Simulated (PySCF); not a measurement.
## Basis-set dependence of excited states

CH7B2O2P.
SMILES with atom numbers: `[BH2:1][O:2][B:3]([PH2:4])[O:5][CH3:6]` (hydrogens: H7, H8 on B1; H9, H10 on P4; H11, H12, H13 on C6)

TDDFT with PBE0 (PySCF), vertical singlets, core orbitals frozen in the response, spherical d and f functions. Geometry: PBE0-D3(BJ)/def2-SVP, one conformer, isolated molecule.

| basis | functions | diffuse | S1 (eV) | S2 (eV) | S3 (eV) | S4 (eV) | S5 (eV) | LUMO (eV) | α (au) |
| --- | --- | --- | --- | --- | --- | --- | --- | --- | --- |
| 6-31G* | 102 | no | 5.29 | 6.06 | 6.98 | 7.13 | 7.27 | -0.74 | 63.3 |
| def2-SVP | 123 | no | 5.11 | 5.89 | 6.85 | 7.02 | 7.10 | -0.98 | 64.5 |
| 6-31+G* | 126 | yes | 5.09 | 5.90 | 6.28 | 6.74 | 6.84 | -1.11 | 70.8 |
| def2-SVPD | 186 | yes | 5.07 | 5.85 | 6.41 | 6.77 | 6.82 | -1.13 | 76.3 |
| aug-cc-pVDZ | 205 | yes | 5.05 | 5.83 | 6.18 | 6.61 | 6.68 | -1.15 | 78.0 |
| def2-TZVP | 234 | no | 5.11 | 5.88 | 6.61 | 6.74 | 7.02 | -1.08 | 73.6 |
| def2-TZVPD | 297 | yes | 5.09 | 5.86 | 6.27 | 6.60 | 6.71 | -1.12 | 77.8 |

Task: How much do these states and the polarisability depend on the basis?

Result: States are compared by their number. Against the largest diffuse basis here (def2-TZVPD, itself not a converged limit), sets without diffuse functions differ by up to 0.20 eV in S1 and 0.56 eV in S5; the smaller diffuse sets differ by up to 0.04 and 0.13 eV. State by state, the largest deviation of a set without diffuse functions is S1 0.20, S2 0.20, S3 0.71, S4 0.53, S5 0.56 eV. The same number needn't mean the same state in each row. Against def2-TZVPD the polarisability deviates by -19% in 6-31G*, -17% in def2-SVP, -9% in 6-31+G*, -2% in def2-SVPD, 0% in aug-cc-pVDZ, -5% in def2-TZVP. A single + in a Pople set puts diffuse functions on heavy atoms only.
